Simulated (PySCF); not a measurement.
A calculated (r2SCAN, PySCF 2.14, aug-cc-pwCVTZ, the non-relativistic Hamiltonian (point nucleus)) atom or ion has these occupied shells.

```json
{"shell": "1s α", "electrons": "1", "orbital energy (eV)": "-5353.7", "rms radius, mean of both spins (bohr)": "0.0777"}
{"shell": "1s β", "electrons": "1", "orbital energy (eV)": "-5353.7", "rms radius, mean of both spins (bohr)": "0.0777"}
{"shell": "2s α", "electrons": "1", "orbital energy (eV)": "-610.35", "rms radius, mean of both spins (bohr)": "0.337"}
{"shell": "2s β", "electrons": "1", "orbital energy (eV)": "-608.99", "rms radius, mean of both spins (bohr)": "0.337"}
{"shell": "2p α", "electrons": "3", "orbital energy (eV)": "-514.55", "rms radius, mean of both spins (bohr)": "0.305"}
{"shell": "2p β", "electrons": "3", "orbital energy (eV)": "-513.51", "rms radius, mean of both spins (bohr)": "0.305"}
{"shell": "3s α", "electrons": "1", "orbital energy (eV)": "-79.925", "rms radius, mean of both spins (bohr)": "1.03"}
{"shell": "3s β", "electrons": "1", "orbital energy (eV)": "-76.665", "rms radius, mean of both spins (bohr)": "1.03"}
{"shell": "3p α", "electrons": "3", "orbital energy (eV)": "-53.656", "rms radius, mean of both spins (bohr)": "1.11"}
{"shell": "3p β", "electrons": "3", "orbital energy (eV)": "-50.242", "rms radius, mean of both spins (bohr)": "1.11"}
{"shell": "3d α", "electrons": "3", "orbital energy (eV)": "-14.543", "rms radius, mean of both spins (bohr)": "1.54"}
{"shell": "4s α", "electrons": "1", "orbital energy (eV)": "-11.594", "rms radius, mean of both spins (bohr)": "3.20"}
```

(1) Name the element and its charge.

Answers

(1) V⁺ (vanadium, charge +1), in [Ar] 3d3 4s1, high-spin 5F determinant (an excited configuration).
